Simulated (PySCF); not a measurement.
**How methods differ on the ionisation energy of Cr**

Cr [Ar] 3d5 4s1 [3d3/2^4 3d5/2^1 4s1/2^1, M_J = 3] → Cr+ [Ar] 3d5 [3d3/2^4 3d5/2^1, M_J = 5/2], as a difference of total energies. Calculation: PySCF 2.14, in x2c-SVPall-2c with one added diffuse shell each of s, d type (6s5p4d1f, 48 functions); the two-component X2C-1e Hamiltonian. Correlated levels: [Ne] frozen; the 6 highest virtual spinors dropped. "Screened" scales the spin-orbit matrix elements by Boettger's factors to mimic the two-electron term; Breit and QED terms are absent.

```csv
method,ionisation energy (eV),error (eV)
GHF (screened spin-orbit),6.022,-0.745
GMP2 (screened spin-orbit),6.526,-0.241
```

Reference: 6.767 eV (measured; NIST Atomic Spectra Database, ionization energies).

Errors of the correlated levels include the incompleteness of this basis and the frozen core.

The labels give the starting determinants; with spin-orbit coupling the two ends relaxed to ⟨J²⟩ = 12.00, ⟨L²⟩ = 0.00, ⟨S²⟩ = 12.00 and ⟨J²⟩ = 8.75, ⟨L²⟩ = 0.00, ⟨S²⟩ = 8.75.
